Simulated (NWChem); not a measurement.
Program: NWChem. System: PbS, charge 0, spin multiplicity 1, at a geometry optimised with PBE0/def2-SVP with def2 effective core potentials on Pb. The structure started from a generated list of species. Level: r2SCAN/def2-TZVP with def2 effective core potentials on Pb.

Part of the output:

```
             Northwest Computational Chemistry Package (NWChem) 7.3.0
             --------------------------------------------------------

                                NWChem Input Module
                                -------------------

 Scaling coordinates for geometry "geometry" by  1.889725989
 (inverse scale =  0.529177249)

 Turning off AUTOSYM since
 SYMMETRY directive was detected!

                             Geometry "geometry" -> ""
                             -------------------------

 Output coordinates in angstroms (scale by  1.889725989 to convert to a.u.)

  No.       Tag          Charge          X              Y              Z
 ---- ---------------- ---------- -------------- -------------- --------------
    1 Pb                  82.0000     0.00000000     0.00000000     0.37683500
    2 S                   16.0000     0.00000000     0.00000000    -1.93127800

 Effective nuclear repulsion energy (a.u.)     300.8000694453

            Nuclear Dipole moment (a.u.)
            ----------------------------
        X                 Y               Z
 ---------------- ---------------- ----------------
     0.0000000000     0.0000000000     0.0000415740

      Symmetry information
      --------------------

 Group name             C2v
 Group number             16
 Group order               4
 No. of unique centers     2

      Symmetry unique atoms

     1    2


 Summary of "ao basis" -> "" (spherical)
 ------------------------------------------------------------------------------
       Tag                 Description            Shells   Functions and Types
 ---------------- ------------------------------  ------  ---------------------
 *                         def2-tzvp                  on all atoms

                                 NWChem DFT Module
                                 -----------------

 Summary of "ao basis" -> "ao basis" (spherical)
 ------------------------------------------------------------------------------
       Tag                 Description            Shells   Functions and Types
 ---------------- ------------------------------  ------  ---------------------
 Pb                        def2-tzvp                16       50   6s5p3d2f
 S                         def2-tzvp                13       37   5s5p2d1f

 Summary of "ao basis" -> "ao basis" (spherical)
 ------------------------------------------------------------------------------
       Tag                 Description            Shells   Functions and Types
[...]
              MO Center=  2.4D-16, -4.5D-18, -1.4D+00, r^2= 2.4D+00
   Bfn.  Coefficient  Atom+Function         Bfn.  Coefficient  Atom+Function
  ----- ------------  ---------------      ----- ------------  ---------------
    65      0.454360  2 S  px                68      0.313453  2 S  px
    16      0.211528  1 Pb px                62      0.202227  2 S  px
    10     -0.195590  1 Pb px                56     -0.170283  2 S  px
    13      0.158628  1 Pb px                25     -0.082809  1 Pb d  1
    59     -0.078754  2 S  px                19      0.072785  1 Pb px

 Vector   19  Occ=2.000000D+00  E=-2.277446D-01  Symmetry=b2
              MO Center= -2.9D-18, -4.2D-16, -1.4D+00, r^2= 2.4D+00
   Bfn.  Coefficient  Atom+Function         Bfn.  Coefficient  Atom+Function
  ----- ------------  ---------------      ----- ------------  ---------------
    66      0.454360  2 S  py                69      0.313453  2 S  py
    17      0.211528  1 Pb py                63      0.202227  2 S  py
    11     -0.195590  1 Pb py                57     -0.170283  2 S  py
    14      0.158628  1 Pb py                23      0.082809  1 Pb d -1
    60     -0.078754  2 S  py                20      0.072785  1 Pb py

 Vector   20  Occ=0.000000D+00  E=-1.096209D-01  Symmetry=b1
              MO Center=  3.7D-16,  4.7D-17,  6.1D-03, r^2= 4.1D+00
   Bfn.  Coefficient  Atom+Function         Bfn.  Coefficient  Atom+Function
  ----- ------------  ---------------      ----- ------------  ---------------
    16      0.546472  1 Pb px                10     -0.392184  1 Pb px
    13      0.323227  1 Pb px                68     -0.281561  2 S  px
    19      0.270459  1 Pb px                65     -0.254505  2 S  px
    62     -0.129474  2 S  px                56      0.098459  2 S  px
     7      0.081237  1 Pb px                25      0.056643  1 Pb d  1

 Vector   21  Occ=0.000000D+00  E=-1.096209D-01  Symmetry=b2
              MO Center=  5.9D-19,  5.7D-16,  6.1D-03, r^2= 4.1D+00
   Bfn.  Coefficient  Atom+Function         Bfn.  Coefficient  Atom+Function
  ----- ------------  ---------------      ----- ------------  ---------------
    17      0.546472  1 Pb py                11     -0.392184  1 Pb py
    14      0.323227  1 Pb py                69     -0.281561  2 S  py
    20      0.270459  1 Pb py                66     -0.254505  2 S  py
    63     -0.129474  2 S  py                57      0.098459  2 S  py
     8      0.081237  1 Pb py                23     -0.056643  1 Pb d -1

 Vector   22  Occ=0.000000D+00  E= 4.415273D-03  Symmetry=a1
              MO Center=  5.8D-14,  7.5D-14,  2.1D-01, r^2= 6.6D+00
   Bfn.  Coefficient  Atom+Function         Bfn.  Coefficient  Atom+Function
  ----- ------------  ---------------      ----- ------------  ---------------
    21      0.701834  1 Pb pz                55      0.472383  2 S  s
    18      0.384916  1 Pb pz                70      0.361880  2 S  pz
     5     -0.331881  1 Pb s                 67      0.267679  2 S  pz
     6     -0.239177  1 Pb s                 12     -0.230252  1 Pb pz
    54      0.216147  2 S  s                  3      0.195673  1 Pb s

 center of mass
 --------------
 x =   0.00000000 y =   0.00000000 z =   0.13093804

 moments of inertia (a.u.)
 ------------------
         527.203989344578           0.000000000000           0.000000000000
           0.000000000000         527.203989344578           0.000000000000
           0.000000000000           0.000000000000           0.000000000000

     Multipole analysis of the density
     ---------------------------------

     L   x y z        total         alpha         beta         nuclear
     -   - - -        -----         -----         ----         -------
     0   0 0 0     -0.000000    -19.000000    -19.000000     38.000000

     1   1 0 0     -0.000000     -0.000000     -0.000000      0.000000
     1   0 1 0     -0.000000     -0.000000     -0.000000      0.000000
     1   0 0 1      1.612417     22.169634     22.169634    -42.726852

     2   2 0 0    -29.279568    -14.639784    -14.639784      0.000000
     2   1 1 0     -0.000000     -0.000000     -0.000000      0.000000
     2   1 0 1      0.000000      0.000000      0.000000      0.000000
     2   0 2 0    -29.279568    -14.639784    -14.639784      0.000000
     2   0 1 1      0.000000      0.000000      0.000000      0.000000
     2   0 0 2    -35.062322   -129.665182   -129.665182    224.268042

 Task  times  cpu:        2.7s     wall:        2.7s

 Total times  cpu:        2.7s     wall:        2.7s
```

Question: Write an NWChem input that would produce this output.

Answer: Several could match; the one computed here: 
```
start mol
memory heap 200 mb stack 900 mb global 1100 mb
geometry units angstroms nocenter noautoz
  Pb     0.000000     0.000000     0.376835
  S      0.000000     0.000000    -1.931278
  symmetry group C2v
end
basis spherical
  * library def2-tzvp
end
ecp
  Pb library def2-ecp
end
dft
  xc r2scan
  semidirect memsize 60000000 filesize 0
  iterations 100
  grid fine
end
task dft energy
```
